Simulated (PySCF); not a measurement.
**First hyperpolarisability: `InChI=1S/C8H8S/c1-2-3-5-8-6-4-7-9-8/h2-7H,1H2/b5-3+`**

Cartesian coordinates in Å; atom numbers follow the order of the lines, from 1:
```xyz
17

C     3.7334    0.9199   -0.2448
C     2.7726    0.0529    0.0718
C     1.3703    0.3305   -0.0693
C     0.4005   -0.5439    0.2524
C    -1.0015   -0.3000    0.1247
C    -2.0286   -1.1557    0.4373
C    -3.3032   -0.6120    0.1948
C    -3.2465    0.6524   -0.3003
S    -1.6317    1.2082   -0.4818
H     4.7769    0.6835   -0.1280
H     3.5025    1.8987   -0.6323
H     3.0315   -0.9245    0.4597
H     1.1006    1.3045   -0.4580
H     0.6638   -1.5199    0.6419
H    -1.8676   -2.1443    0.8290
H    -4.2232   -1.1373    0.3801
H    -4.0568    1.2991   -0.5729
```

Theory: quadratic response LC-wPBE/def2-SVPD first hyperpolarisability, Taylor convention, gas phase (PySCF). Geometry: GFN2-xTB.

Question: Give β for the processes computed.

Answer: In 10⁻³⁰ esu, Taylor convention; the vector part is βᵢ = ⅓ Σⱼ (βᵢⱼⱼ + βⱼᵢⱼ + βⱼⱼᵢ); β∥ is 3/5 of the vector part along the dipole, the dipole points from − to +:
| process | λ (nm) | β vector norm | β∥ | β HRS | depolarisation ratio |
| --- | --- | --- | --- | --- | --- |
| static β(0;0,0) | ∞ | 4.48 | 1.88 | 1.82 | 5.36 |
| second harmonic β(−2ω;ω,ω) | 1907 | 5.01 | 2.09 | 2.03 | 5.39 |
| Pockels β(−ω;ω,0) | 1907 | 4.65 | 1.94 | – | – |
| second harmonic β(−2ω;ω,ω) | 1064 | 6.61 | 2.72 | 2.68 | 5.47 |
| Pockels β(−ω;ω,0) | 1064 | 5.05 | 2.10 | – | – |

Question: Which lowest excitations, dipole and polarisabilities go with it?

Answer: S1 4.33 eV (f = 0.668); S2 5.54 eV (f = 0.118); S3 6.20 eV (f = 0.000); dipole 0.75 D; isotropic α 125.2 au static, 126.1 au at 1907 nm, 128.3 au at 1064 nm, 129.2 au at 953.5 nm, 140.5 au at 532 nm.
